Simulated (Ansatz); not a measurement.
OsO₄, relaxed as a singlet with RKS PBE0-D4/def2-SVP in Ansatz, starting from the GFN2-xTB geometry. Force threshold 0.02 eV/Å.

In the def2 sets Os takes a core potential; there is no spin–orbit coupling. The restricted singlet is unstable towards broken spin symmetry in Hartree–Fock (as tested in another run); at PBE0-D4/def2-SVP this wasn't settled.

Start:

Cartesian coordinates in Å:
```
Os 0.000 0.000 0.000
O -0.311 0.528 -1.499
O -1.059 0.656 1.034
O 1.503 0.429 0.423
O -0.133 -1.613 0.043
```

```json
{"step": "1", "energy (eV)": "-10639.2917", "largest force component (eV/Å)": "5.817", "SCF passes": "25"}
{"step": "2", "energy (eV)": "-10640.0899", "largest force component (eV/Å)": "0.186", "SCF passes": "37"}
{"step": "3", "energy (eV)": "-10640.0910", "largest force component (eV/Å)": "0.015", "SCF passes": "33"}
```

Force components are those of the run's own axes.

End:

| atom | x (Å) | y (Å) | z (Å) |
| --- | --- | --- | --- |
| Os1 | 0.000 | 0.000 | 0.000 |
| O2 | -0.325 | 0.551 | -1.567 |
| O3 | -1.107 | 0.686 | 1.080 |
| O4 | 1.571 | 0.448 | 0.442 |
| O5 | -0.139 | -1.686 | 0.045 |

By distances, no bond broke or formed. The bond that changes most is Os1–O5, from 1.62 to 1.69 Å (atoms count from 1).

No frequencies were taken in this run, so the end may be a saddle point.

Run time 8 s (2 threads of Arm Neoverse V2 on a shared host).
